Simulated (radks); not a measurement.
The numbers below are computed, except where a source is named.
All-electron atom: the selenium ion Se5+ in [Ar] 3d10 4s1. Code: a radial shooting solver on a logarithmic mesh with Libxc functionals. Model: Dirac Kohn-Sham, LDA (Slater exchange, Perdew-Wang correlation), spin-unpolarised, spherical densities, finite nucleus; Fermi nuclear charge, rms radius 4.14 fm.

Normalised radial functions P(r) = r R(r) (large component), r in bohr:

| r | 3p3/2 | 3d3/2 |
|---|---|---|
| 0.003642 | 0.0057 | 0.0000 |
| 0.00414 | 0.0073 | 0.0001 |
| 0.004705 | 0.0094 | 0.0001 |
| 0.005348 | 0.0120 | 0.0001 |
| 0.006078 | 0.0152 | 0.0002 |
| 0.006908 | 0.0194 | 0.0002 |
| 0.007851 | 0.0246 | 0.0003 |
| 0.008923 | 0.0311 | 0.0005 |
| 0.01014 | 0.0393 | 0.0007 |
| 0.01153 | 0.0494 | 0.0009 |
| 0.0131 | 0.0620 | 0.0013 |
| 0.01489 | 0.0776 | 0.0019 |
| 0.01706 | 0.0980 | 0.0027 |
| 0.01939 | 0.1214 | 0.0039 |
| 0.02204 | 0.1496 | 0.0055 |
| 0.02504 | 0.1833 | 0.0078 |
| 0.02846 | 0.2229 | 0.0109 |
| 0.03235 | 0.2690 | 0.0153 |
| 0.03677 | 0.3216 | 0.0213 |
| 0.04179 | 0.3804 | 0.0295 |
| 0.0475 | 0.4446 | 0.0406 |
| 0.05398 | 0.5124 | 0.0556 |
| 0.06135 | 0.5809 | 0.0754 |
| 0.06973 | 0.6460 | 0.1015 |
| 0.07925 | 0.7023 | 0.1352 |
| 0.0908 | 0.7445 | 0.1811 |
| 0.1032 | 0.7590 | 0.2356 |
| 0.1173 | 0.7402 | 0.3024 |
| 0.1333 | 0.6795 | 0.3825 |
| 0.1515 | 0.5698 | 0.4760 |
| 0.1722 | 0.4075 | 0.5819 |
| 0.1957 | 0.1936 | 0.6979 |
| 0.2224 | -0.0643 | 0.8196 |
| 0.2528 | -0.3518 | 0.9408 |
| 0.2873 | -0.6476 | 1.0539 |
| 0.3266 | -0.9256 | 1.1500 |
| 0.3712 | -1.1587 | 1.2204 |
| 0.4218 | -1.3227 | 1.2576 |
| 0.4833 | -1.4036 | 1.2553 |
| 0.5493 | -1.3871 | 1.2128 |
| 0.6243 | -1.2892 | 1.1338 |
| 0.7096 | -1.1282 | 1.0245 |
| 0.8064 | -0.9290 | 0.8930 |
| 0.9166 | -0.7178 | 0.7487 |
| 1.042 | -0.5182 | 0.6015 |
| 1.184 | -0.3474 | 0.4608 |
| 1.346 | -0.2147 | 0.3344 |
| 1.529 | -0.1211 | 0.2283 |
| 1.738 | -0.0617 | 0.1452 |
| 1.976 | -0.0280 | 0.0851 |
| 2.263 | -0.0105 | 0.0435 |
| 2.572 | -0.0035 | 0.0207 |
| 2.924 | -0.0010 | 0.0087 |
| 3.323 | -0.0002 | 0.0032 |
| 3.777 | 0.0000 | 0.0010 |
| 4.293 | 0.0000 | 0.0003 |
| 4.879 | 0.0000 | 0.0001 |

3p3/2: eigenvalue -219.73 eV, 1 radial node at r = 0.216 bohr, <r> = 0.592 bohr, 90 % of the charge inside 0.905 bohr. 3d3/2: eigenvalue -122.55 eV, 0 radial nodes, <r> = 0.617 bohr, 90 % of the charge inside 1.02 bohr.
